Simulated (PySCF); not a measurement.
A run that did not reach its result, on `[BH3-]B(O)O` (driver script around PySCF, density fitting, GFN2-xTB geometry as the base; each input is a line of settings and coordinates in Å).

Command:
```bash
OMP_NUM_THREADS=1 python probes_run.py task.json out
```
Input:
```
{"job": {"kind": "uv", "xc": "PBE0", "basis": "def2-SVPD", "nstates": 3, "ntriplets": 0, "tda": false, "scf": {"diis": false, "max_cycle": 60}}, "charge": -1, "multiplicity": 1}
B      0.995007    -0.232488     0.095614
B     -0.647850     0.151050    -0.084682
O     -1.701577    -0.780417    -0.133510
O     -1.172663     1.453682    -0.173276
H      1.272369    -1.362397    -0.332569
H      1.307163    -0.217271     1.292738
H      1.739232     0.578166    -0.474433
H     -1.330818    -1.659250    -0.074351
H     -0.447302     2.074918    -0.140711
```

Output:
```
final grid: 71696 points
cycle   1  E = -202.7272829594  dE =  2.243e-01  |g| = 8.783e-01  |ddm| = 3.440e+00
cycle   2  E = -202.5631552677  dE =  1.641e-01  |g| = 1.297e+00  |ddm| = 3.387e+00
cycle   3  E = -202.3157191112  dE =  2.474e-01  |g| = 1.790e+00  |ddm| = 3.558e+00
cycle   4  E = -200.8576180480  dE =  1.458e+00  |g| = 3.062e+00  |ddm| = 2.684e+01
cycle   5  E = -199.5431911974  dE =  1.314e+00  |g| = 4.028e+00  |ddm| = 2.693e+01
cycle   6  E = -172.5435133358  dE =  2.700e+01  |g| = 7.073e+00  |ddm| = 2.836e+02
cycle   7  E = -170.6155677752  dE =  1.928e+00  |g| = 7.986e+00  |ddm| = 2.779e+02
cycle   8  E = -125.6609931402  dE =  4.495e+01  |g| = 7.941e+00  |ddm| = 6.164e+02
cycle   9  E = -139.5529797361  dE = -1.389e+01  |g| = 9.175e+00  |ddm| = 6.148e+02
cycle  10  E = -110.2450237856  dE =  2.931e+01  |g| = 9.719e+00  |ddm| = 4.878e+02
... (40 lines left out)
cycle  51  E = -139.5446168367  dE = -3.008e+01  |g| = 9.331e+00  |ddm| = 4.619e+02
cycle  52  E = -109.4623992021  dE =  3.008e+01  |g| = 9.831e+00  |ddm| = 4.619e+02
cycle  53  E = -139.5446169570  dE = -3.008e+01  |g| = 9.331e+00  |ddm| = 4.619e+02
cycle  54  E = -109.4623991510  dE =  3.008e+01  |g| = 9.831e+00  |ddm| = 4.619e+02
cycle  55  E = -139.5446170205  dE = -3.008e+01  |g| = 9.331e+00  |ddm| = 4.619e+02
cycle  56  E = -109.4623991241  dE =  3.008e+01  |g| = 9.831e+00  |ddm| = 4.619e+02
cycle  57  E = -139.5446170540  dE = -3.008e+01  |g| = 9.331e+00  |ddm| = 4.619e+02
cycle  58  E = -109.4623991098  dE =  3.008e+01  |g| = 9.831e+00  |ddm| = 4.619e+02
cycle  59  E = -139.5446170717  dE = -3.008e+01  |g| = 9.331e+00  |ddm| = 4.619e+02
cycle  60  E = -109.4623991023  dE =  3.008e+01  |g| = 9.831e+00  |ddm| = 4.619e+02
SCF not converged, last energy = -109.4623991023
```

On one thread, x86-64 server, on a shared host, this took 22 s.

Task: What went wrong, and what mends it?

Result: The energy swings between two values 30 Eh apart, cycle after cycle, with a gradient of 9.8e+00 at cycle 60; DIIS was off. Go back to DIIS. Its energy and orbitals aren't self-consistent and shouldn't be used.

Conformer computed: `[BH3-:1][B:2]([OH:3])[OH:4]`: H–O3–B2–B1 -2°, H–O4–B2–B1 2°.
